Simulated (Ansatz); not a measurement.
Si(NCO)2Me2 (C4H6N2O2Si), relaxed as a singlet with RKS PBE-D4/def2-SVP in Ansatz, starting from the GFN2-xTB geometry. Force threshold 0.02 eV/Å.

Start:

```xyz
15

Si   -0.001    0.036    0.013
N     1.189    1.065    0.722
C     2.290    1.448    0.950
O     3.329    1.874    1.219
N    -1.303    1.140   -0.245
C    -2.440    1.462   -0.356
O    -3.520    1.853   -0.485
C    -0.490   -1.293    1.274
H    -1.302   -1.910    0.901
H    -0.822   -0.838    2.203
H     0.343   -1.948    1.507
C     0.589   -0.622   -1.664
H     1.476   -1.238   -1.556
H     0.835    0.197   -2.334
H    -0.174   -1.224   -2.148
```

```
         step  energy (eV)  largest force component (eV/Å)  SCF passes
            1  -19172.9743                           2.830          21
            2  -19173.2105                           0.296          22
            3  -19173.2203                           0.198          23
            4  -19173.2388                           0.194          26
            5  -19173.2462                           0.188          20
 6 (rejected)  -19173.2368                           0.909          27
            7  -19173.2498                           0.075          20
            8  -19173.2503                           0.358          20
            9  -19173.2517                           0.244          24
           10  -19173.2547                           0.009          21
           11  -19173.2558                           0.199          20
           12  -19173.2565                           0.120          21
           13  -19173.2570                           0.030          21
           14  -19173.2572                           0.014          21
15 (rejected)  -19173.2572                           0.034          21
           16  -19173.2572                           0.012          22
```

Force components are those of the run's own axes.

End:

```xyz
15

Si    0.006   -0.102   -0.021
N     1.287    0.890    0.604
C     2.102    1.678    1.024
O     2.911    2.436    1.438
N    -1.384    0.919   -0.232
C    -2.284    1.720   -0.327
O    -3.175    2.491   -0.427
C    -0.402   -1.423    1.238
H    -1.241   -2.055    0.883
H    -0.696   -0.966    2.203
H     0.476   -2.077    1.416
C     0.520   -0.772   -1.688
H     1.426   -1.404   -1.593
H     0.745    0.055   -2.390
H    -0.290   -1.389   -2.128
```

By distances, no bond broke or formed. The bond that changes most is C3–O4, from 1.16 to 1.18 Å (atoms count from 1).

The force fell under the threshold at step 10, but the optimiser went on and released 0.003 eV more. No frequencies were taken in this run, so the end may be a saddle point.

Hardware: 4 threads of Intel Xeon on a shared host. Wall time 35 s.
